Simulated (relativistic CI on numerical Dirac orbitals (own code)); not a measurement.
# Hyperfine structure of Xe⁴²⁺, mass number 129

Method of calculation: Dirac-Coulomb-Breit CI, KLI orbitals optimised for each configuration, model QED (radiative potential, 1s self-energy scaled to tabulated hydrogen-like ionisation energies), unscaled Slater integrals (own radial code, finite nucleus).

CI space (outside the closed core [Ne]): 3s², 3s3p, 3p², 3s3d, 3d², 3p3d, 3p4s, 3d4s, 3s4s, 3s4p, 3s4d, 3s4f, 3s5s, 3s5p, 3s5d, 3s5f. Levels of other configurations are missing.

Nuclear spin I = 1/2, μ = -0.77796 μN (tables of Stone and Pyykkö). The electronic factors are computed for point nuclear moments, without core polarisation or the Bohr-Weisskopf and QED corrections.

```json
{"Level": "3s3p ³P°1", "E (cm⁻¹)": "769275", "A (GHz)": "-1518"}
{"Level": "3s3p ³P°2", "E (cm⁻¹)": "1378246", "A (GHz)": "-691.1"}
{"Level": "3s3p ¹P°1", "E (cm⁻¹)": "1594534", "A (GHz)": "393.3"}
{"Level": "3p² ¹D2", "E (cm⁻¹)": "2283017", "A (GHz)": "-278.3"}
{"Level": "3p² ³P1", "E (cm⁻¹)": "2290756", "A (GHz)": "46.2"}
{"Level": "3s3d ³D1", "E (cm⁻¹)": "2548597", "A (GHz)": "529.5"}
{"Level": "3s3d ³D2", "E (cm⁻¹)": "2586101", "A (GHz)": "-489.4"}
{"Level": "3s3d ³D3", "E (cm⁻¹)": "2699374", "A (GHz)": "-423.6"}
```

Levels with J = 0, under 50 % of one LS term, or S terms without an open s electron are left out. Small factors come from cancelling terms and can be off by tens of per cent or more.

At this charge energies of transitions that change n are usually good to better than 1 %, and those within a shell (Δn = 0) to a few per cent.

Give the hyperfine levels of 3s3p ³P°1 relative to its centre of gravity.

With K = F(F + 1) − I(I + 1) − J(J + 1), E = AK/2: F = 1/2: 1518, F = 3/2: -759.1 GHz.

LS names give the leading component of a level, which can be under half, so a name can repeat, a term be missing and a line seem to break the LS rules.
